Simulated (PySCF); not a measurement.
CH3Cl2Si, SMILES C[Si](Cl)Cl, multiplicity 2.

Geometry optimised at PBE0-D3(BJ)/def2-SVP. The isomer is the one that the SMILES or the coordinates give; other isomers of the formula were not compared.

Method: TDA-PBE/def2-SVPD (PySCF).

Vertical excitations. 

```tsv
state	energy (eV)	λ (nm)	f	main pairs
root 1	4.05	306	0.000	β HOMO→LUMO 100 %
root 2	4.25	292	0.007	β HOMO−1→LUMO 99 %
root 3	4.38	283	0.010	β HOMO−2→LUMO 96 %
root 4	4.61	269	0.019	α HOMO→LUMO 94 %
root 5	4.94	251	0.067	α HOMO→LUMO+1 95 %
root 6	4.98	249	0.035	β HOMO−3→LUMO 91 %
root 7	5.24	237	0.017	α HOMO→LUMO+2 98 %
root 8	5.72	217	0.014	β HOMO−4→LUMO 97 %
root 9	5.97	208	0.054	α HOMO→LUMO+3 98 %
root 10	6.06	204	0.017	β HOMO−5→LUMO 97 %
```
Unrestricted roots are not spin-pure.
